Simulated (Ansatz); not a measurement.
CH$_{8}$BClSi$_{2}$, SMILES `B[SiH2][SiH](C)Cl` at its PBE0-D4/def2-TZVP geometry, where that method's forces vanish. Total charge 0; spin multiplicity 1.

```xyz
13

B     0.9273   -1.8938   -0.0681
Si    0.7238   -0.4425   -1.4705
Si   -0.9538    0.4445   -0.1306
C    -0.5017    1.7200    1.1471
Cl   -1.0532   -1.4476    0.9010
H     0.7488   -3.0421   -0.3468
H     1.6402   -1.6446    0.8610
H     1.8557    0.5033   -1.6796
H     0.1778   -0.8333   -2.7995
H    -2.3406    0.6724   -0.6178
H    -1.2501    1.7635    1.9412
H    -0.4446    2.7041    0.6729
H     0.4705    1.4960    1.5897
```

(1) What forces (eV/Å) does r2SCAN-D4/def2-TZVPP give on these atoms in the Gaussian-basis code of Ansatz? (Estimate.)

Answers

(1) Computed: 
```
B1   0.095 -0.030 -0.022
Si2  0.024  0.018 -0.042
Si3 -0.006  0.041 -0.048
C4   0.000  0.004 -0.007
Cl5 -0.116 -0.065  0.103
H6   0.010  0.039  0.015
H7  -0.020 -0.016 -0.031
H8  -0.007 -0.009 -0.003
H9   0.008  0.002  0.010
H10  0.009  0.005  0.008
H11  0.019  0.008 -0.007
H12  0.003 -0.012  0.024
H13 -0.019  0.016  0.000
```
